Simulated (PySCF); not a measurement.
H2Cl2F2Si2, SMILES F[SiH](F)[SiH](Cl)Cl (PBE0/def2-SVP optimised geometry):

```
8

Si    -1.485    -2.002     1.818
F     -3.101    -1.989     1.872
F     -0.960    -1.313     3.183
Si    -0.794    -0.704     0.000
Cl     1.269    -0.704     0.000
Cl    -1.496    -1.636    -1.702
H     -1.015    -3.408     1.780
H     -1.269     0.704     0.000
```

Computed with PySCF with PBE0/def2-TZVP.

Q: What are the frontier orbital energies and the dipole moment?

A: HOMO-2 -9.91 eV, HOMO-1 -9.65 eV, HOMO -8.61 eV, LUMO -1.18 eV, LUMO+1 -1.14 eV; dipole moment 0.48 D.

On the same geometry PBE/def2-TZVP (PySCF) gives HOMO-2 -8.49 eV, HOMO-1 -8.23 eV, HOMO -7.32 eV, LUMO -2.01 eV, LUMO+1 -1.99 eV; dipole moment 0.45 D.

Meta-Löwdin charges at PBE0/def2-TZVP: Si1 1.12, F2 -0.49, F3 -0.49, Si4 0.58, Cl5 -0.27, Cl6 -0.27, H7 -0.10, H8 -0.07.
